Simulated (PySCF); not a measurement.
## Basis-set dependence of population analyses: `BC(=C)Cl`

Compound: C₂H₄BCl.
Cartesian coordinates in Å at the PBE0-D3(BJ)/def2-SVP level; atoms count from 1:
```xyz
8
C2H4BCl angstrom
B      2.0388    2.2345    0.9960
C      0.5199    2.2464    0.7218
C     -0.5490    1.5461    0.3739
Cl     0.4456    3.9917    1.0939
H      2.8048    2.4847    0.0978
H      2.4383    2.0339    2.1166
H     -0.4351    0.4803    0.1597
H     -1.5426    1.9917    0.2914
```

PBE0 throughout (PySCF), one geometry, spherical d and f functions. Isolated species at its PBE0-D3(BJ)/def2-SVP geometry, gas phase. Atoms taken as equivalent share a column and are averaged.

Mulliken charges (e):

```json
{"basis": "STO-3G", "functions": "28", "B1": "+0.156", "C2": "-0.053", "C3": "-0.174", "Cl4": "-0.093", "H5/H6": "-0.024", "H7": "+0.106", "H8": "+0.106"}
{"basis": "6-31G", "functions": "48", "B1": "+0.206", "C2": "-0.349", "C3": "-0.341", "Cl4": "+0.085", "H5/H6": "+0.008", "H7": "+0.191", "H8": "+0.191"}
{"basis": "pcSseg-0", "functions": "48", "B1": "+0.243", "C2": "-0.531", "C3": "-0.359", "Cl4": "+0.037", "H5/H6": "+0.060", "H7": "+0.244", "H8": "+0.245"}
{"basis": "6-31G*", "functions": "68", "B1": "+0.048", "C2": "-0.094", "C3": "-0.409", "Cl4": "-0.001", "H5/H6": "+0.028", "H7": "+0.200", "H8": "+0.200"}
{"basis": "cc-pVDZ", "functions": "80", "B1": "+0.092", "C2": "-0.153", "C3": "-0.026", "Cl4": "-0.043", "H5/H6": "0.000", "H7": "+0.068", "H8": "+0.064"}
{"basis": "def2-SVP", "functions": "80", "B1": "+0.075", "C2": "-0.070", "C3": "-0.069", "Cl4": "-0.090", "H5/H6": "+0.005", "H7": "+0.074", "H8": "+0.070"}
{"basis": "aug-cc-pVDZ", "functions": "132", "B1": "-1.239", "C2": "-0.056", "C3": "+0.936", "Cl4": "-0.253", "H5/H6": "+0.634", "H7": "-0.342", "H8": "-0.315"}
{"basis": "6-311+G(2d,p)", "functions": "140", "B1": "-0.097", "C2": "+0.475", "C3": "-0.720", "Cl4": "+0.021", "H5/H6": "+0.019", "H7": "+0.140", "H8": "+0.143"}
{"basis": "def2-TZVP", "functions": "154", "B1": "-0.065", "C2": "+0.104", "C3": "-0.328", "Cl4": "-0.077", "H5/H6": "+0.034", "H7": "+0.147", "H8": "+0.149"}
{"basis": "cc-pVTZ", "functions": "180", "B1": "-0.035", "C2": "+0.044", "C3": "-0.275", "Cl4": "-0.075", "H5/H6": "+0.035", "H7": "+0.135", "H8": "+0.136"}
{"basis": "IGLO-III", "functions": "189", "B1": "+0.112", "C2": "+0.012", "C3": "-0.310", "Cl4": "+0.005", "H5/H6": "-0.019", "H7": "+0.104", "H8": "+0.116"}
```

IAO charges (e):

```tsv
basis	functions	B1	C2	C3	Cl4	H5/H6	H7	H8
STO-3G	28	+0.030	-0.120	-0.271	+0.015	+0.018	+0.155	+0.154
6-31G	48	-0.016	-0.084	-0.325	+0.009	+0.033	+0.176	+0.173
pcSseg-0	48	-0.021	-0.090	-0.310	+0.020	+0.031	+0.171	+0.168
6-31G*	68	+0.002	-0.085	-0.316	+0.015	+0.024	+0.168	+0.167
cc-pVDZ	80	-0.014	-0.073	-0.327	+0.019	+0.029	+0.169	+0.168
def2-SVP	80	-0.008	-0.076	-0.319	+0.030	+0.024	+0.164	+0.162
aug-cc-pVDZ	132	-0.011	-0.072	-0.339	+0.017	+0.030	+0.173	+0.172
6-311+G(2d,p)	140	-0.011	-0.078	-0.337	+0.022	+0.029	+0.173	+0.172
def2-TZVP	154	-0.010	-0.079	-0.337	+0.025	+0.029	+0.172	+0.171
cc-pVTZ	180	-0.011	-0.076	-0.337	+0.022	+0.029	+0.173	+0.172
IGLO-III	189	-0.013	-0.079	-0.340	+0.030	+0.029	+0.172	+0.172
```

Task: Which scheme is steadiest as the basis changes?

Result: Largest range over the bases for any column: IAO 0.07 e, Mulliken 1.66 e. IAO charges move least and Mulliken charges most, counted in e. Without the minimal STO-3G basis the ranges are IAO 0.03, Mulliken 1.66 e.

Task: How much do the charges still move between the two largest bases, cc-pVTZ and IGLO-III?

Result: At most, over all atoms: Mulliken 0.147 e, IAO 0.008 e.

Task: What do the same runs give for the total energy, the frontier levels and the dipole moment?

Result: 
```
        basis  energy (Eh)  HOMO (eV)  LUMO (eV)  μ (D)
       STO-3G    -557.0833      -6.14       1.37   1.42
        6-31G    -563.2612      -7.62      -1.20   1.51
     pcSseg-0    -562.5707      -7.89      -1.43   1.57
       6-31G*    -563.3033      -7.54      -1.10   1.33
      cc-pVDZ    -563.3367      -7.60      -1.26   1.20
     def2-SVP    -563.1054      -7.63      -1.23   1.19
  aug-cc-pVDZ    -563.3443      -7.70      -1.46   1.25
6-311+G(2d,p)    -563.3677      -7.71      -1.47   1.22
    def2-TZVP    -563.3772      -7.69      -1.38   1.22
      cc-pVTZ    -563.3821      -7.69      -1.36   1.23
     IGLO-III    -563.3752      -7.66      -1.39   1.13
```

The dipole is fixed by the density alone, so its range of 0.44 D shows that the density itself changes with the basis, not only its division among atoms.
